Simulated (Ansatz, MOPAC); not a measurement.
Reaction (SMILES): [NH-][Si](O)(O)O -> N[Si]([O-])(O)O

Wanted: isomerisation energy (enthalpy at 298 K), in kcal/mol. Terms: frozen cores in correlated levels; no dispersion term unless named; non-relativistic; no spin-orbit coupling; 6-311+G** with 5d, 6d on Na to Ar in Ansatz (a program for electronic structure). CBS marks a two-point X^-3 extrapolation of the correlation energy; Hartree-Fock from the larger set. First-principles rows: single points at B3LYP-D3(BJ) geometries (Ansatz), with unscaled harmonic terms from B3LYP/6-31G* (Ansatz) at its own minima. Semi-empirical rows: MOPAC heats of formation at their own minima for 298 K.

| species | coefficient | E at B3LYP/6-311+G** (Ansatz), Eh | E at PBE/def2-TZVPD (Ansatz), Eh | H(298 K) - E, kcal/mol | heat of formation at MNDO (MOPAC), kcal/mol |
|---|---|---|---|---|---|
| [NH-][Si](O)(O)O | -1 | -572.63732 | -572.21492 | 40.31 | -224.38 |
| N[Si]([O-])(O)O | +1 | -572.66393 | -572.23992 | 41.35 | -230.24 |

Coupled cluster (Ansatz) is a level with limits of its own, used here on species with T1 under 0.025 (0.045 for open shells) and stable references: CCSD(T)/CBS(aug-cc-pV(T+d)Z,aug-cc-pV(Q+d)Z). Value to compare with, CCSD(T)/CBS(aug-cc-pV(T+d)Z,aug-cc-pV(Q+d)Z) (Ansatz): -14.3 kcal/mol. 1 Eh = 627.5095 kcal/mol.

**Question.** Compute it at each level from the table, and compare with CCSD(T)/CBS(aug-cc-pV(T+d)Z,aug-cc-pV(Q+d)Z) (Ansatz).

**Answer.** 
- B3LYP/6-311+G**: the sum of coefficient times E is -0.02661 Eh, or -16.70 kcal/mol; the thermal terms add 1.04. Result: -15.7 kcal/mol. Its difference against CCSD(T)/CBS(aug-cc-pV(T+d)Z,aug-cc-pV(Q+d)Z) (Ansatz) is -1.4 kcal/mol.
- PBE/def2-TZVPD: the sum of coefficient times E is -0.02500 Eh, or -15.69 kcal/mol; the thermal terms add 1.04. Result: -14.6 kcal/mol. Its difference against CCSD(T)/CBS(aug-cc-pV(T+d)Z,aug-cc-pV(Q+d)Z) (Ansatz) is -0.3 kcal/mol.
- MNDO: the sum of coefficient times heat of formation is -5.86 kcal/mol; it needs no thermal term. Its difference against CCSD(T)/CBS(aug-cc-pV(T+d)Z,aug-cc-pV(Q+d)Z) (Ansatz) is 8.4 kcal/mol.
